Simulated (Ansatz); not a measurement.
`[Cl][In]([Cl])[I]` + CH₃NH₂ → `C[NH][In]([Cl])[Cl]` + HI at 700 K and 1 bar (ligand exchange at the In–I bond).

Calculated with Ansatz (gas phase, PBE0-D4/def2-TZVP geometries, no zero-point term in ΔE). CBS: MP2 limit from def2 TZ/QZ plus the TZ coupled-cluster correction, frozen cores. def2 core potentials past Kr. For I, In outer-core shells are correlated without core-valence functions, which leaves a few kJ/mol of doubt a bond. One conformer a species, not always the lowest.

| species | CCSD(T)/CBS energy (Eh) | H − E (kJ/mol) | S (J/(mol·K)) |
| --- | --- | --- | --- |
| `[Cl][In]([Cl])[I]` | -1406.96832 | 58.9 | 438.3 |
| CH₃NH₂ | -95.75281 | 207.6 | 296.6 |
| `C[NH][In]([Cl])[Cl]` | -1204.63611 | 223.2 | 507.1 |
| HI | -298.03592 | 34.6 | 231.7 |

H − E and S are ideal-gas, rigid-rotor, harmonic terms from PBE0-D4/def2-TZVP, for one conformer and one mirror image of each species. 1 Eh = 2625.50 kJ/mol, R = 8.31446 J/(mol·K).

By hand: ΔE, ΔH, ΔS and ΔG.

ΔE = (-1204.63611) + (-298.03592) − (-1406.96832) − (-95.75281) = 0.04910 Eh = 128.9 kJ/mol. Δ(H − E) = 223.2 + 34.6 − 58.9 − 207.6 = -8.7, so ΔH = 120.2 kJ/mol. ΔS = 507.1 + 231.7 − 438.3 − 296.6 = 3.9 J/(mol·K). ΔG = 120.2 − 700 × (3.9)/1000 = 117.5 kJ/mol.

By hand: the equilibrium constant, and the temperature at which ΔG would vanish if ΔH and ΔS stayed fixed.

log₁₀ K = −ΔG/(RT ln 10) = -8.8. ΔG = 0 at ΔH/ΔS = 30821 K, far beyond where these terms or the molecules hold.

The number of gas molecules stays the same, so ΔS is small and ΔH decides. A doubt of 5 kJ/mol in ΔE shifts log₁₀ K by 0.4 here. Other conformers and mirror images would add mixing entropy, several J/(mol·K) or more a flexible species. These are equilibria of isolated gas molecules and say nothing of rates. Largest T1 diagnostic: 0.013 (customary marks: 0.02 for closed shells, 0.045 for open ones).
